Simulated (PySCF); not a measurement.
**Low-lying terms of Bi³⁺ (bismuth, charge +3)**

Ground state [Xe] 4f14 5d10 6s2, ¹S. All numbers are calculated (PySCF 2.14, a scalar-relativistic core potential, in aug-cc-pwCVTZ-PP with one added diffuse shell each of d, f type with ECP60MDF (8s7p7d5f1g, 108 functions)). Vertical excitation energies in eV without spin-orbit coupling; excited terms of each kind are numbered among those the solver found. Frozen: nothing.

```
 term  leading excitation  EOM-EE-CCSD
1 3P°              6s → p       11.007
1 1P°              6s → p       14.026
 1 1D              6s → d       24.206
 1 3S              6s → s       24.346
 1 3D              6s → d       24.565
 1 1S              6s → s       24.915
2 3P°              6s → p       28.480
2 1P°              6s → p       28.518
1 3F°              6s → f       29.276
1 1F°              6s → f       29.506
 2 3D              6s → d       33.164
 2 1D              6s → d       33.397
```

Doubly excited terms such as np² are absent. The solver can miss terms.
